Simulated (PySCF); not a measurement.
Orbital picture of GeH⁺

PW91 at R = 1.589 Å; basis Ge pcseg-2, H pcseg-2; no relativity; PySCF 2.14. State: ¹Σ⁺ (singlet), closed shell. Only the outer orbitals are listed, counted within each symmetry.

| orbital | occ. | ε (eV) | on Ge (%) | main shells (%) |
| --- | --- | --- | --- | --- |
| 1δ | 2 | -39.18 | 100 | 100 Ge d |
| 1δ | 2 | -39.18 | 100 | 100 Ge d |
| 3π | 2 | -38.81 | 100 | 100 Ge d |
| 3π | 2 | -38.81 | 100 | 100 Ge d |
| 6σ | 2 | -38.72 | 100 | 100 Ge d |
| 7σ | 2 | -20.28 | 87 | 85 Ge s, 12 H s |
| 8σ | 2 | -14.01 | 66 | 51 Ge p, 34 H s, 13 Ge s |
| 4π | 0 | -11.30 | 99 | 99 Ge p |
| 4π | 0 | -11.30 | 99 | 99 Ge p |
| 9σ | 0 | -5.97 | 51 | 48 H s, 40 Ge p, 12 Ge d |

Question: Which are the highest filled and the lowest empty level, where do they sit, and how wide is the gap?

Answer: Highest filled 8σ at -14.01 eV (in %: 51 Ge p, 34 H s, 13 Ge s); lowest empty 4π at -11.30 eV (in %: 99 Ge p); the gap at PW91 is 2.71 eV.

* bond order (Mayer): 0.95
* ⟨S²⟩: 0.000
* charge on Ge (Mulliken, basis-dependent): 0.94
* charge on Ge (Löwdin, basis-dependent): 1.12
* dipole moment (positive dipole points towards H; it is taken about the centre of mass and depends on that origin): 0.41 D
